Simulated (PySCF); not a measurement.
PySCF input file for ClF₃H₂Si₂, SMILES F[Si](F)([SiH2]Cl)F, PBE0/pcSseg-1. Geometry optimised at B3LYP-D3(BJ)/def2-SVP. This is a generated structure with no PubChem entry under its InChIKey; it may be hypothetical. Other conformers were not sampled.

```python
import numpy as np
from pyscf import gto, scf, dft
from pyscf.prop.nmr import rks as nmr

mol = gto.M(
    atom='''
    Si   -0.05381957   -1.06888587   -0.00000000
    F     1.02865497   -2.26274811    0.00000000
    F    -0.98543053   -1.26576317   -1.29719233
    F    -0.98543055   -1.26576316    1.29719233
    Si    0.99991193    1.01001238    0.00000001
    Cl   -0.49640847    2.45097377   -0.00000000
    H     1.83675293    1.15307241    1.21924797
    H     1.83675295    1.15307241   -1.21924797
    ''',
    basis='pcSseg-1',
    charge=0,
    spin=0,
    max_memory=1600,
    verbose=3,
)
mf = dft.RKS(mol, xc='pbe0')
mf.grids.level = 3
mf.conv_tol = 1e-10
mf.max_cycle = 100
mf.kernel()
n = nmr.NMR(mf)
n.verbose = 2
n.max_cycle_cphf = 60
sigma = n.kernel()
print('atom   isotropic/ppm   span/ppm')
for i, s in enumerate(sigma):
    w = np.linalg.eigvalsh((s + s.T) / 2)
    print(f'{mol.atom_symbol(i):2s}{i + 1:3d} {w.mean():14.3f} {w[2] - w[0]:11.3f}')
```

Program output:

```
converged SCF energy = -1339.41149217931
atom   isotropic/ppm   span/ppm
Si  1        401.529      51.644
F   2        298.119     155.706
F   3        299.407     160.975
F   4        299.407     160.975
Si  5        387.427     121.306
Cl  6       1058.050      74.507
H   7         26.253       9.070
H   8         26.253       9.070
```

The run converged.
